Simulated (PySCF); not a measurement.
BeBr: energy against distance

Set-up: basis Be def2-SVPD, Br def2-SVPD; no relativity; PySCF 2.14. Energies in eV from Be + Br in their ground configurations at the same level. State: ²Σ⁺ (doublet), unpaired electrons σ ↑.

```tsv
R (Å)	UHF-SCS-MP2
1.714	-2.287
1.794	-2.775
1.873	-3.058
1.933	-3.170
1.993	-3.216
2.053	-3.209
2.132	-3.140
2.232	-2.982
2.352	-2.728
2.511	-2.330
```

Question: Put a parabola through the three lowest points of the UHF-SCS-MP2 curve and estimate Re, k and ωe (reduced mass 8.089 u; 1 eV/Å² = 0.16022 mdyn/Å; ωe = 1302.8·√(k/μ) cm⁻¹).

Answer: Through R = 1.933, 1.993, 2.053 Å the second-order coefficient is 7.36 eV/Å², so Re ≈ 2.015 Å, k ≈ 2.36 mdyn/Å and ωe ≈ 704 cm⁻¹. A polynomial fit of higher order to the unrounded UHF-SCS-MP2 energies gives Re = 2.014 Å, k = 2.12 mdyn/Å, ωe = 667 cm⁻¹; anharmonicity and rounding make the difference.

The higher-order fit for each curve: UHF-SCS-MP2: Re = 2.014 Å, ωe = 667 cm⁻¹, De = 3.22 eV.

Correlated steps freeze 9 core orbitals. Correlated levels converge slowly with the basis: in double zeta they bind strong bonds too weakly, by up to about 1 eV, and carry superposition errors of some tenths. Spin–orbit coupling is left out. The state is the lowest determinant that a PBE0 search found; another state may lie lower at other levels.
